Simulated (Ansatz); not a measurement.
`CO[CH2][GaH][OH]` and `COCO` differ in one atom or group.

Ansatz, PBE0-D4/def2-TZVP geometries, multiplicity 1. Each molecule was computed in one conformer, which needn't be the lowest.

Scalar relativity is left out up to krypton.

```
                                          property  `CO[CH2][GaH][OH]`
           HOMO–LUMO gap (ωB97M-V/def2-TZVPP) / eV                9.95
size of the dipole moment (ωB97M-V/def2-TZVPP) / D                1.32
               LUMO energy (B3LYP/def2-TZVPP) / eV               -1.14
  size of the dipole moment (B3LYP/def2-TZVPP) / D                1.27
             LUMO energy (ωB97M-V/def2-TZVPP) / eV                0.81
                LUMO energy (PBE0/def2-TZVPP) / eV               -0.86
```

Task: What does the change do to each property? (Best estimate.)

Result: Computed: 
```tsv
property	`COCO`	shift
HOMO–LUMO gap (ωB97M-V/def2-TZVPP) / eV	13.00	3.05
size of the dipole moment (ωB97M-V/def2-TZVPP) / D	0.33	-0.99
LUMO energy (B3LYP/def2-TZVPP) / eV	0.83	1.97
size of the dipole moment (B3LYP/def2-TZVPP) / D	0.33	-0.94
LUMO energy (ωB97M-V/def2-TZVPP) / eV	2.67	1.86
LUMO energy (PBE0/def2-TZVPP) / eV	1.23	2.09
```

With PBE0 the HOMO falls by 1.04 eV and the LUMO rises by 2.09 eV, so the gap widens by about 3.13 eV. PBE moves the HOMO by -0.78 eV and ωB97M-V by -1.20 eV. Dipoles are sizes alone; their direction can turn.

B3LYP here is the variant with VWN-RPA as its local correlation; programs differ in this.
